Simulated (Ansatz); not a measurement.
Start from `C[N](C)[InH][SH]` and change one atom or group to get `CN(C)BF`.

Ansatz, PBE0-D4/def2-TZVP geometries, multiplicity 1. Each molecule was computed in one conformer, which needn't be the lowest.

Elements past krypton have def2 core potentials.

```
                                        property  `C[N](C)[InH][SH]`
size of the dipole moment (B3LYP/def2-TZVPP) / D                1.78
              HOMO energy (PBE0/def2-TZVPP) / eV               -6.12
           HOMO–LUMO gap (B3LYP/def2-TZVPP) / eV                4.71
             LUMO energy (B3LYP/def2-TZVPP) / eV               -1.23
           LUMO energy (ωB97M-V/def2-TZVPP) / eV                0.40
               LUMO energy (PBE/def2-TZVPP) / eV               -1.64
```

Q: Give the same properties after the change, and the shifts. (An estimate is asked.)

A: The calculation gave: 
```
                                        property  `CN(C)BF`  shift
size of the dipole moment (B3LYP/def2-TZVPP) / D       2.37   0.59
              HOMO energy (PBE0/def2-TZVPP) / eV      -7.32  -1.20
           HOMO–LUMO gap (B3LYP/def2-TZVPP) / eV       7.63   2.92
             LUMO energy (B3LYP/def2-TZVPP) / eV       0.52   1.75
           LUMO energy (ωB97M-V/def2-TZVPP) / eV       2.38   1.98
               LUMO energy (PBE/def2-TZVPP) / eV      -0.14   1.50
```

With PBE0 the HOMO falls by 1.20 eV and the LUMO rises by 1.77 eV, so the gap widens by about 2.97 eV. PBE moves the HOMO by -1.08 eV and ωB97M-V by -1.25 eV. Dipoles are sizes alone; their direction can turn.

B3LYP here is the variant with VWN-RPA as its local correlation; programs differ in this.
